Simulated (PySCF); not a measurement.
**H2ClGe, SMILES `[Cl][GeH2]` (charge 0, multiplicity 2)**

These are ωB97X-D3(BJ)/def2-TZVP // B3LYP-D3(BJ)/def2-TZVP (PySCF) values and carry that method's errors.

| Property | Value |
|---|---|
| highest occupied spin orbital | -8.96 eV |
| dipole moment | 1.98 D |
| total energy | -2538.3718 Ha |
| cost | roughly 40 core-seconds |

Bond lengths (Å): Cl1–Ge2 2.179, Ge2–H3 1.551, Ge2–H4 1.551. Angles (°): Cl1–Ge2–H3 106.4, Cl1–Ge2–H4 106.4, H3–Ge2–H4 111.8.
Charge 0, spin multiplicity 2.
